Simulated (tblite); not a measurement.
Input of a run (GFN2-xTB geometry optimisation, gas phase (tblite 0.8.0)), started from a force field or distance geometry:
```
{"job": {"kind": "relax", "xc": "GFN2-xTB", "basis": "xTB"}, "charge": 0, "multiplicity": 1}
C      2.432200     0.240400    -0.703000
N      1.992800    -1.065000    -0.301200
C      0.834000    -1.371900     0.090100
C     -0.304100    -0.464100     0.173100
C     -1.547600    -0.889300     0.616700
C     -2.454000     0.160400     0.604200
N     -1.754800     1.228600     0.171600
C     -0.454200     0.869200    -0.081900
H      1.931700     0.539200    -1.629500
H      3.537200     0.136100    -0.884300
H      2.395200     1.003300     0.110500
H      0.653500    -2.415100     0.369800
H     -1.870500    -1.888400     0.936600
H     -3.488000     0.126900     0.889900
H     -2.149300     2.211800     0.054800
H      0.238400     1.586700    -0.428800
```

Output (eV, eV/Å):
```
step      E/eV     max force
  0    -618.39094    2.944
  1    -618.57788    1.397
  2    -618.63296    0.510
  3    -618.67556    0.456
  4    -618.69030    0.405
  5    -618.70204    0.222
  6    -618.70555    0.164
  7    -618.70796    0.147
  8    -618.70970    0.089
  9    -618.71067    0.063
 10    -618.71118    0.063
 11    -618.71169    0.050
 12    -618.71211    0.042
 13    -618.71230    0.026
 14    -618.71242    0.030
 15    -618.71257    0.039
 16    -618.71274    0.038
 17    -618.71293    0.040
 18    -618.71311    0.042
 19    -618.71329    0.037
 20    -618.71343    0.025
 21    -618.71351    0.022
 22    -618.71355    0.017
 23    -618.71358    0.015
 24    -618.71362    0.018
 25    -618.71366    0.018
 26    -618.71368    0.014
 27    -618.71370    0.013
 28    -618.71372    0.012
 29    -618.71374    0.013
 30    -618.71377    0.014
 31    -618.71379    0.010
 32    -618.71381    0.011
 33    -618.71383    0.013
 34    -618.71384    0.011
 35    -618.71385    0.007
```

Summarise the run.

The energy falls by 31.2 kJ/mol over 35 L-BFGS steps, the largest force on an atom goes from 2.94 to 0.007 eV/Å, and the atoms move by 0.055 Å rms after alignment. The bond that changes most is N7–H15 (pyrrole-type nitrogen to N–H hydrogen), which shortens by 0.059 Å. Bonds longer at the end by more than 0.005 Å: 4 of 16; shorter: 8. Among the angles that change most is C6–C5–H13, from 120.0° to 126.7°. The energy never rose by more than 1e-5 eV on the way. The first step brought 58 % of the lowering.

What are the final bond lengths?

C1–N2 1.434 Å, N2=C3 1.265 Å, C3–C4 1.449 Å, C4–C5 1.424 Å, C5–C6 1.361 Å, C6–N7 1.362 Å, N7–C8 1.354 Å, C4–C8 1.383 Å, C1–H9 1.094 Å, C1–H10 1.091 Å, C1–H11 1.094 Å, C3–H12 1.088 Å, C5–H13 1.072 Å, C6–H14 1.072 Å, N7–H15 1.007 Å, C8–H16 1.071 Å. Numbering counts from 1 in the input's order; the species is `C/N=C\c1cc[nH]c1`.

Hardware: one thread, AMD EPYC 7R13 (x86_64), shared host. Cost: 0.19 s.

GFN2-xTB frequencies show an imaginary mode (31i cm⁻¹), so the point is no minimum at that level. 3 starts were optimised and ended at 0.00, 0.56 and 0.59 kcal/mol (GFN2-xTB); the lowest of these is shown.

The values belong to the conformer `[CH3:1]/[N:2]=[CH:3]\[c:4]1[cH:5][cH:6][nH:7][cH:8]1`: N2–C3–C4–C5 -179°.

These are computed values.
